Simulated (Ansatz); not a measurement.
Input file for Ansatz (a first-principles code): R-CCSD(T)/cc-pVTZ on CH5BeN (SMILES [CH3][Be][NH2]), a point of a bond scan (R = 1.008 Å).

Ansatz 0.2 input:
```yaml
crystal:
  periodic: [false, false, false]
  atoms:
    - {symbol: Be, position_ang: [-0.05338971, -0.02644051, 0.04849133]}
    - {symbol: C, position_ang: [1.12094596, 0.43700284, -1.06892021]}
    - {symbol: H, position_ang: [2.03930215, -0.15003544, -0.97439473]}
    - {symbol: H, position_ang: [1.40420627, 1.48665163, -0.93499189]}
    - {symbol: H, position_ang: [0.77510618, 0.33497700, -2.10183487]}
    - {symbol: N, position_ang: [-1.10234757, -0.43074027, 1.05075998]}
    - {symbol: H, position_ang: [-1.51699371, -1.34642046, 1.12178610]}
    - {symbol: H, position_ang: [-1.49730479, 0.17375412, 1.75367146]}
basis:
  gaussian:
    orbitals: cc-pVTZ
    pivot_positions_ang: [[-0.05338971, -0.02644051, 0.04849133], [1.12094596, 0.43700284, -1.06892021], [2.03930215, -0.15003544, -0.97439473], [1.40420627, 1.48665163, -0.93499189], [0.77510618, 0.33497700, -2.10183487], [-1.10234757, -0.43074027, 1.05075998], [-1.51699371, -1.34642046, 1.12178610], [-1.49730479, 0.17375412, 1.75367146]]
magnetization: {spin_polarized: false}
correlation: {method: ccsd_t, electrons: outside_noble_gas}
scf: {lower_state_search: off}
output: {orbitals: {seedname: ./end}}
```

The head of its log:

```
WARN ansatz: RAYON_NUM_THREADS=1 ignored (pool sized by the plan → 1); use --threads N
Functional definition: HF
these checks for a lower state are left out or cut short: stability, starts, cluster_reference, orbital_swaps, neighbouring_geometries, increment
integrals: 0.42 GiB planned
1056 factors; integrals over basis functions are off by at most 4.8e-4 eV
mean field: 0.33 GiB planned
mean field evaluation 1: about -2988.4162 eV, gradient 4.1e1 eV
mean field evaluation 2: about -2988.4162 eV, gradient 4.1e1 eV
mean field evaluation 4: about -2991.8759 eV, gradient 2.8e0 eV
mean field evaluation 8: about -2991.9111 eV, gradient 3.7e-4 eV
mean field -2991.91111359 eV, -109.9507054341 hartree, gradient 1.3e-6 eV, S^2 0.000000; 0 other end points of the search recorded, 0 dependent functions left out
3 core orbitals not correlated
reference -2991.91111359 eV, -109.9507054341 hartree; 8, 8 occupied and 149, 149 virtual orbitals, 1056 factors
```

Question: Give the final energy of this run.

Answer: -110.4434 hartree (reference determinant -109.9507, T1 diagnostic 0.009).
